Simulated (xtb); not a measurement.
FH₃MgOSi, SMILES [F][Mg][O][SiH3]. All values are semi-empirical tight-binding results from xtb (GFN2-xTB unless named), good for trends rather than for accurate numbers. Coordinates come from a GFN2-xTB optimisation. One conformer was computed; it need not be the lowest.

For metal compounds this method's bond lengths and energies can be far off.

```
Item                                           Value
-------------------------------------  -------------
point group as xtb finds it                       Cs
orbital gap                                  1.56 eV
zero-point energy                      17.5 kcal/mol
G − E(el) at 298.15 K (modified RRHO)  -2.1 kcal/mol
```
